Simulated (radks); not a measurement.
Question: The mean radii <r> (bohr) of the occupied orbitals of an atom or ion are listed with their occupations. Calculated with a radial shooting solver on a logarithmic mesh with Libxc functionals: scalar-relativistic Kohn-Sham, r2SCAN, spin-unpolarised, spherical densities, finite nucleus; meta-GGA in the generalised Kohn-Sham scheme; Fermi nuclear charge, rms radius of each element as measured or else 0.836 A^(1/3) + 0.57 fm.

| orbital | occ. | <r> |
|---|---|---|
| 1s | 2 | 0.02410 |
| 2s | 2 | 0.1030 |
| 2p | 6 | 0.09057 |
| 3s | 2 | 0.2719 |
| 3p | 6 | 0.2701 |
| 3d | 10 | 0.2476 |
| 4s | 2 | 0.6199 |
| 4p | 6 | 0.6550 |
| 4d | 10 | 0.7169 |
| 5s | 2 | 1.435 |
| 5p | 6 | 1.609 |
| 4f | 1 | 0.9318 |

Name the element and its charge.

Answer: Z = 59, praseodymium, charge +4: Pr4+ in [Xe] 4f1. The 1s radius gives Z: for a bare nucleus <r> = (2 gamma + 1)/(2Z) with gamma = sqrt(1 - (Z/c)^2), 0.02377 bohr for Z = 59, and screening makes it slightly larger (0.02410 here). The occupations add up to 55, and the charge is Z minus that.
